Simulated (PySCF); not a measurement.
Harmonic spectrum computed at PBE0 in the def2-TZVP basis family (core potentials from Rb on, PySCF, no spin–orbit coupling):

| ω (cm⁻¹) | IR (km/mol) |
| --- | --- |
| 401 | 48.1 |
| 556 | 94.3 |
| 1516 | 133 |

Problem. Which molecule gave it? In each, all ligands are bound to the one heavy central atom.
A. GaHF (doublet)
B. SHF (singlet)
C. InHF (doublet)
D. SnHF (singlet)

Solution. C. It has Cs symmetry with In–F 1.970 Å, In–H 1.779 Å.
